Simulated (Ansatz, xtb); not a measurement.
**AlH7O3Si2: which of two isomers lies lower**

Structure a: `O[SiH2][O][AlH][O][SiH3]`, a singlet. Structure b: `[OH][Al]([O][SiH3])[O][SiH3]`, a singlet. Both are isolated molecules in the gas phase, relaxed with PBE0-D4/def2-SVP; the shapes shown needn't be the lowest conformers.

a (Å):

```xyz
13

Al   -0.3490   -1.7810    1.5498
O     1.0813   -1.2954   -1.8118
O     0.9255   -0.8703    0.8863
O    -1.0189   -3.0202    0.5992
Si    1.7299   -0.4954   -0.5050
Si   -1.1595   -3.8828   -0.7991
H     1.2963   -2.2274   -1.9178
H     3.1654   -0.8640   -0.3260
H     1.5628    0.9493   -0.8021
H    -0.8735   -1.5074    2.9985
H     0.1923   -4.1234   -1.4070
H    -2.0026   -3.1582   -1.7943
H    -1.7703   -5.2132   -0.5110
```

b (Å):

```xyz
13

Al    0.0277   -0.1470   -0.0096
O    -0.7048    0.3868    1.4169
O     1.6663   -0.5537   -0.0498
O    -0.9121   -0.2672   -1.3998
Si    3.1617   -1.0433   -0.5346
Si   -2.0276   -0.3074   -2.6075
H    -0.2479    0.4859    2.2530
H     4.0293    0.1435   -0.8047
H     3.7974   -1.8673    0.5377
H     3.0757   -1.8665   -1.7801
H    -3.3461   -0.7888   -2.0936
H    -1.5737   -1.2318   -3.6907
H    -2.2088    1.0573   -3.1899
```

Problem. Which of the two would you expect CCSD(T)/def2-SVP + ΔMP2/def2-TZVPP electronic energies to favour?

Solution. Structure b; the calculation gives E(b) − E(a) = −18.8 kJ/mol.

Level by level:

```tsv
level	geometry	E(b) − E(a) (kJ/mol)	departure from the last row (kJ/mol)	job, with rough time for the two
PBE0-D4/def2-SVP	PBE0-D4/def2-SVP	−20.0	−1.2	optimisation, 4.7 min
HF/def2-SVP	PBE0-D4/def2-SVP	−35.5	−16.7	part of the CCSD(T) run
MP2/def2-SVP	PBE0-D4/def2-SVP	−26.3	−7.5	part of the CCSD(T) run
CCSD(T)/def2-SVP	PBE0-D4/def2-SVP	−25.7	−6.9	single point
CCSD(T)/def2-SVP + ΔMP2/def2-TZVPP	PBE0-D4/def2-SVP	−18.8		single point, 88 s
```

As drawn, b has 1 Al–O, 1 Si–H in place of 1 O–Si, 1 Al–H.

None of the levels shown reverses the order. The largest departure from CCSD(T)/def2-SVP + ΔMP2/def2-TZVPP is that of HF/def2-SVP, 16.7 kJ/mol. No reliable frequencies are at hand for a, so it isn't confirmed as a minimum. Levels run at GFN2-xTB geometries aren't shown. The last row adds to CCSD(T) the change of the MP2 difference between the two basis sets, here +6.9 kJ/mol.

The correlated steps freeze 18 core orbitals. Codes used: Ansatz 0.2.0, xtb 6.7.1; the last row on 2 threads of Arm Neoverse V1 on a shared host.
